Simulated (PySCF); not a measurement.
# Nuclear quadrupole coupling in `CC[C@@H]1CS[Si@H](F)S1`

Species: C4H9FS2Si.
Cartesian coordinates in Å at the GFN2-xTB level; atoms count from 1:
```xyz
17
C4H9FS2Si angstrom
C      2.1251    0.9599   -0.0312
C      0.9570    0.2258   -0.6735
C      0.2679   -0.7279    0.2962
C     -0.7891   -1.5927   -0.3668
S     -2.1822   -0.6028   -1.0213
Si    -2.3059    0.6718    0.6823
F     -2.3455    2.2032    0.1941
S     -0.4980    0.1900    1.6987
H      1.7844    1.5476    0.8178
H      2.8744    0.2536    0.3197
H      2.5891    1.6290   -0.7508
H      0.2301    0.9515   -1.0471
H      1.3133   -0.3582   -1.5264
H      1.0088   -1.3804    0.7671
H     -0.3702   -2.1255   -1.2201
H     -1.1995   -2.3159    0.3388
H     -3.4667    0.4829    1.5124
```

Field gradients from the PBE0/pcSseg-1 density (PySCF, non-relativistic), principal values in atomic units, ordered |Vxx| ≤ |Vyy| ≤ |Vzz|:

```json
{"atom": "S5", "Vxx": "0.1982", "Vyy": "2.0692", "Vzz": "-2.2674"}
{"atom": "S8", "Vxx": "0.1235", "Vyy": "1.9879", "Vzz": "-2.1114"}
```

Problem. Find the asymmetry η = (Vxx − Vyy)/Vzz and the couplings χ = eQV/h (234.96 MHz × Q in barn × V in au), with Q(33S) = −0.0678 b.

Solution. 
| atom | environment | nucleus | η | χzz (MHz) | χxx (MHz) | χyy (MHz) |
| --- | --- | --- | --- | --- | --- | --- |
| S5 | sulfur bonded to C and Si | 33S | 0.83 | 36.12 | -3.16 | -32.96 |
| S8 | sulfur bonded to C and Si | 33S | 0.88 | 33.64 | -1.97 | -31.67 |

The tensor is traceless: Vxx + Vyy + Vzz = 0.

Problem. What is Vzz at S5 in SI units (1 au = 9.71736 × 10²¹ V/m²)?

Solution. -2.2674 au = -22.033 × 10²¹ V/m².

Problem. And the gradient at the other heavy atoms, for which no coupling is worked out here?

Solution. 
```csv
atom,environment,Vzz (au),η
C1,methyl carbon,0.074,0.42
C2,chain CH2 carbon,0.093,0.68
C3,sp3 carbon bound to sulfur,0.308,0.26
C4,sp3 carbon bound to sulfur,0.304,0.35
Si6,fluorine-bound silicon,-0.611,0.12
F7,silicon-bound fluorine,1.252,0.10
```

Were the hydrogens deuterons (Q(2H) = 0.00286 b), χzz would run from 118 kHz (H17) to 213 kHz (H11).

Geometry: GFN2-xTB, one conformer, isolated molecule. GFN2-xTB bond lengths can be off by several hundredths of an ångström, more for odd bonds, and the gradients follow them. With a basis this small, the couplings can be 20 % off.

The run behind these numbers computed NMR shieldings as well. Hardware: Intel Xeon at 2.50 GHz, one thread, shared host with 64 logical CPUs at a one-minute load of 54. Cost: 2.6 min wall, 2.0 min CPU (with the writing of density and orbital grids), 0.87 GiB resident at most.
